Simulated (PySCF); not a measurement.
Zn(Et)2 (C₄H₁₀Zn), SMILES C[CH2][Zn][CH2]C.

Geometry: PBE-D3(BJ)/def2-SVP. The isomer is the one that the SMILES or the coordinates give; other isomers of the formula were not compared. One conformer was computed; it need not be the lowest.

Method: C-PCM-M06-2X/def2-SVP run with PySCF.

The values are the electrostatic part of the solvation free energy, E(continuum) − E(gas) at the gas-phase geometry, in a cavity of scaled van der Waals radii (PySCF's table); cavitation and dispersion terms are not included. A continuum can't describe solvent molecules that bind to the metal. In vacuum the orbital gap is 8.22 eV. The dipole moment in vacuum is 0.11 D.

Computed values in water (ε = 78.36), acetonitrile (ε = 35.69), acetone (ε = 20.49):
| solvent | ε | ΔG(elec) (kcal/mol) | dipole (D) | gap (eV) |
|---|---|---|---|---|
| water | 78.36 | -7.4 | 0.13 | 8.37 |
| acetonitrile | 35.69 | -7.3 | 0.13 | 8.37 |
| acetone | 20.49 | -7.1 | 0.13 | 8.37 |
